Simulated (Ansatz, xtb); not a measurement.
# Relative energy of two isomers of C6H7S+

Structure I: `Cc1ccc[s+]c1`, a singlet. Structure II: `C=C[C+]1C=CSC1`, a singlet. Both are isolated ions in the gas phase, relaxed with PBE-D3(BJ)/def2-SVP, each in the lowest conformer that the search found.

Question: Estimate which is lower in electronic energy at CCSD(T)/def2-SVP + ΔMP2/def2-TZVPP, and by roughly how much.

Answer: The CCSD(T)/def2-SVP + ΔMP2/def2-TZVPP calculation puts structure I lower, by 0.835 eV.

How the difference moves with the method:

```csv
level,geometry,E(II) − E(I) (eV),departure from the last row (eV),"job, with rough time for the two"
GFN2-xTB,GFN2-xTB,+0.667,−0.169,"optimisation, 0.19 s"
HF/STO-3G,GFN2-xTB,+0.966,+0.130,"single point, 0.36 s"
r2SCAN-D4/def2-SVP,GFN2-xTB,+0.769,−0.066,"single point, 3.4 s"
PBE-D3(BJ)/def2-SVP,PBE-D3(BJ)/def2-SVP,+0.735,−0.100,"optimisation, 18 s"
HF/def2-SVP,PBE-D3(BJ)/def2-SVP,+0.722,−0.113,part of the CCSD(T) run
MP2/def2-SVP,PBE-D3(BJ)/def2-SVP,+1.072,+0.236,part of the CCSD(T) run
CCSD(T)/def2-SVP,PBE-D3(BJ)/def2-SVP,+0.833,−0.003,single point
CCSD(T)/def2-SVP + ΔMP2/def2-TZVPP,PBE-D3(BJ)/def2-SVP,+0.835,,"single point, 56 s"
```

As drawn, II has 2 C=C, 2 C–C, 2 C–S in place of 4 C∷C, 2 C∷S (∷ is an aromatic bond). Structure I has a 6-membered ring (with an aromatic ring), II a 5-membered ring.

None of the levels shown reverses the order. The largest departure from CCSD(T)/def2-SVP + ΔMP2/def2-TZVPP is that of MP2/def2-SVP, 0.236 eV. The last row adds to CCSD(T) the change of the MP2 difference between the two basis sets, here +0.003 eV.

With thermal terms from frequencies at re-optimised GFN2-xTB minima (ideal gas, soft modes damped towards free rotors, one conformer each, 298.15 K, 1 atm): on the last row, ΔE + ΔZPE = +0.793, ΔH = +0.793, ΔG = +0.796 eV.

The T1 diagnostic of structure II is large, so the coupled-cluster value is less sure. The correlated steps freeze 11 core orbitals. Codes used: Ansatz 0.2.0, xtb 6.7.1; the last row on 4 threads of Arm Neoverse V1 on a shared host.
